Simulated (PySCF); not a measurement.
C3H10Si, SMILES C[SiH](C)C.

The structure is a stationary point at PBE0-D3(BJ)/def2-SVP. The isomer is the one that the SMILES or the coordinates give; other isomers of the formula were not compared.

Two levels are set side by side: TDA-PBE/def2-SVPD (PySCF) and TDA-M06-2X/def2-SVPD (PySCF). Vertical, same geometry. The lowest singlet is HOMO→LUMO 99 % with PBE and HOMO−1→LUMO 88 % with the other functional; states are paired by order. Differences are taken from unrounded values.

```csv
quantity,TDA-M06-2X
lowest singlet excitation (eV),8.15
lowest triplet excitation (TDA) (eV),8.00
first bright state (f over 0.05) (eV),8.15
its oscillator strength,0.09
```

Problem. What does TDA-PBE give, and how far is it from TDA-M06-2X? (Estimate from the structure and the level; the computed values follow.)

Solution. 
| quantity | TDA-PBE | TDA-PBE minus TDA-M06-2X |
|---|---|---|
| lowest singlet excitation (eV) | 7.26 | -0.89 |
| lowest triplet excitation (TDA) (eV) | 7.13 | -0.87 |
| first bright state (f over 0.05) (eV) | 8.00 | -0.16 |
| its oscillator strength | 0.09 | 0.00 |

Functionals without exact exchange tend to place singlet excitations lower, as here. Differences between two approximate levels are no errors against the true value.

Rough cost on one machine, each run with all the roots and properties that it gave: TDA-M06-2X against TDA-PBE about 10 times.
